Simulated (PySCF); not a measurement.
From one molecule to another.

First species: C₅H₆ClF.
Numbering: `[CH2:1]=[C:2]([Cl:3])/[CH:4]=[C:5](/[CH3:6])[F:7]` (hydrogens: H8, H9 on C1; H10 on C4; H11, H12, H13 on C6)

Second species: disilane, Si2H6.
Z-matrix (Å and degrees, GFN2-xTB geometry), rows numbered from 1:
```
Si
Si  1  2.3051
H   1  1.4658  2  112.52
H   1  1.4656  2  112.60  3  -120.14
H   1  1.4656  2  112.50  3   120.00
H   2  1.4661  1  112.30  3   -59.70
H   2  1.4662  1  112.57  3  -179.70
H   2  1.4661  1  112.52  3    60.13
```

Levels: PBE0/def2-SVPD for dipole moment, HOMO energy, LUMO energy, HOMO–LUMO gap, static isotropic polarisability and electronic spatial extent ⟨r²⟩ about the centre of nuclear charge; TDDFT PBE0/def2-SVPD for lowest singlet excitation; TDA PBE0/def2-SVPD for lowest triplet excitation (Tamm–Dancoff). Geometries: GFN2-xTB. Each species is one conformer at its optimised geometry, gas phase, non-relativistic unless stated; the electronic structure was computed with PySCF and density fitting.

Dipoles, sizes and rotational constants follow the conformer. The torsions of the flexible species, by atom-mapped SMILES:
- `[CH2:1]=[C:2]([Cl:3])/[CH:4]=[C:5](/[CH3:6])[F:7]`: C1–C2–C4–C5 180°

Task: Which has the higher dipole moment?

Result: The first: 3.02 D against 0.00 D, a difference of 3.02 D.

Task: Which has the higher LUMO energy?

Result: The second: 0.23 eV against -1.07 eV, a difference of 1.30 eV.

Task: Which has the higher static isotropic polarisability?

Result: The first: 81.1 au against 60.1 au, a difference of 21.0 au.

Task: Which has the higher T1 energy?

Result: The second: 6.59 eV against 3.06 eV, a difference of 3.53 eV.

Task: Which of the two has the higher ⟨r²⟩, and by how much?

Result: The first: 1042 bohr² against 305 bohr², a difference of 737 bohr².

Task: Which has the higher HOMO–LUMO gap?

Result: The second: 8.93 eV against 5.67 eV, a difference of 3.26 eV.

Task: Which has the higher HOMO energy?

Result: The first: -6.74 eV against -8.70 eV, a difference of 1.96 eV.

Task: Which has the higher S1 energy?

Result: The second: 7.66 eV against 5.48 eV, a difference of 2.18 eV.

On the first: The polarisability is 12.01 Å³ as a volume (1 au = 0.148185 Å³), or 1.31 au for each of the 62 electrons. No computed singlet falls in the visible range (750 to 380 nm, 1.65 to 3.26 eV); S1 lies 2.22 eV above its blue end.

On the second: No computed singlet falls in the visible range (750 to 380 nm, 1.65 to 3.26 eV); S1 lies 4.40 eV above its blue end. S1 lies 1.27 eV below the HOMO–LUMO gap.
